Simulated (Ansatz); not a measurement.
`[SiH3][Sn]([SiH3])([Cl])[Cl]`, 11 atoms. Charge 0, multiplicity 1. Correlated methods include outer-core shells of Sn, which these sets cover unevenly. Sn: def2 effective core potential. All runs use 4 threads of an Arm Neoverse V1 on a shared host. Correlated methods freeze the cores.

**Question.** How many basis functions does each run have, and how long does it take in Ansatz? RKS PBE0-D4/def2-TZVPP energy; RKS PBE0-D4/def2-TZVP relaxation (5 steps); RKS PBE-QIDH (frozen core)/def2-TZVPP energy; RKS PBE0-D4/def2-TZVP frequencies; direct RPA on PBE orbitals/def2-TZVPP energy; RHF-MP2/def2-QZVPP energy; RHF-CCSD(T)/def2-TZVPP energy; RKS SPW92 (LDA)/def2-TZVPP energy; RKS ωB97X-V/def2-TZVPP energy; RKS PBE0-D4/def2-SVP energy; RKS ωB97M-V/def2-QZVPP energy; RKS PBE0-D4/def2-QZVPP energy. (Best estimate.)

**Answer.** Computed: Other jobs shared the machine, so times are rough.

| level | job | functions | wall time | peak host memory (GiB) |
| --- | --- | --- | --- | --- |
| RKS PBE0-D4/def2-SVP | energy | 128 | 2.4 s | 0.67 |
| RKS SPW92 (LDA)/def2-TZVPP | energy | 302 | 2.6 s | 0.52 |
| RKS PBE0-D4/def2-TZVPP | energy | 302 | 9 s | 1.2 |
| direct RPA on PBE orbitals/def2-TZVPP | energy | 302 | 12 s | 0.83 |
| RKS PBE-QIDH (frozen core)/def2-TZVPP | energy | 302 | 14 s | 0.96 |
| RKS ωB97X-V/def2-TZVPP | energy | 302 | 19 s | 1.4 |
| RKS PBE0-D4/def2-QZVPP | energy | 542 | 23 s | 3.2 |
| RHF-MP2/def2-QZVPP | energy | 542 | 47 s | 3.7 |
| RKS PBE0-D4/def2-TZVP | relaxation (5 steps) | 234 | 48 s | 0.87 |
| RKS ωB97M-V/def2-QZVPP | energy | 542 | 50 s | 3.2 |
| RKS PBE0-D4/def2-TZVP | frequencies | 234 | 5.4 min | 0.89 |
| RHF-CCSD(T)/def2-TZVPP | energy | 302 | 12 min | 9.9 |
